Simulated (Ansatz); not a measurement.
Reaction (ligand exchange at the Si–O bond): `O[SiH2]N[SiH3]` + H₂S → `[SiH3]N[SiH2]S` + H₂O

Isolated molecules relaxed with PBE0-D4/def2-TZVP in Ansatz; ΔE leaves out vibrations. CCSD(T)/CBS is the MP2 limit (def2-TZVPP, def2-QZVPP) plus CCSD(T) − MP2 in def2-TZVPP, frozen cores. This one scheme is used for every species. One conformer a species, not always the lowest.

`O[SiH2]N[SiH3]`:

```xyz
11

O    -2.057    1.171    0.821
Si   -0.602    1.245    0.057
N    -0.108   -0.240   -0.655
Si    1.185   -1.289   -0.197
H    -2.142    0.559    1.554
H    -0.820    2.279   -0.980
H     0.486    1.612    0.998
H    -0.648   -0.538   -1.457
H     2.289   -1.304   -1.196
H     1.713   -0.804    1.103
H     0.705   -2.690   -0.048
```

H₂S:

```xyz
3

S     0.017   -0.617    0.055
H     0.847    0.292   -0.478
H    -0.864    0.325    0.423
```

`[SiH3]N[SiH2]S`:

Cartesian coordinates in Å:
```
Si 0.463 -1.053 -1.376
N -0.138 0.370 -0.601
Si 0.170 0.945 0.987
S -1.587 1.109 2.194
H 1.272 -1.792 -0.376
H -0.652 -1.915 -1.854
H 1.313 -0.731 -2.555
H -0.794 0.921 -1.140
H 0.683 2.338 1.003
H 1.153 0.008 1.579
H -1.884 -0.201 2.138
```

H₂O:

```xyz
3

O     0.129   -0.367    0.012
H    -0.570    0.023    0.541
H     0.441    0.344   -0.552
```

```json
{"species": "`O[SiH2]N[SiH3]`", "SCS-MP2/def2-TZVPP energy (Eh)": "-712.15824"}
{"species": "H₂S", "SCS-MP2/def2-TZVPP energy (Eh)": "-398.90298"}
{"species": "`[SiH3]N[SiH2]S`", "SCS-MP2/def2-TZVPP energy (Eh)": "-1034.72333"}
{"species": "H₂O", "SCS-MP2/def2-TZVPP energy (Eh)": "-76.32077"}
```

(1) Work out ΔE.

Largest T1 diagnostic among the species: 0.011.

Results:

(1) ΔE = (-1034.72333) + (-76.32077) − (-712.15824) − (-398.90298) = 0.01712 Eh = +44.9 kJ/mol. CCSD(T)/CBS gives +37.8 kJ/mol.

In def2-TZVPP, CCSD(T) changes the Hartree–Fock value by −13.6 kJ/mol (the triples alone add −2.7 kJ/mol) and MP2 by −16.7 kJ/mol. The D4 term adds −5.6 kJ/mol with B3LYP and −3.1 kJ/mol with PBE0; it sums over pairs of atoms, weighted by their polarisabilities, and B3LYP, whose exchange is more repulsive, gets the larger term.

B3LYP here is the variant with VWN-RPA as its local correlation; programs differ in this.
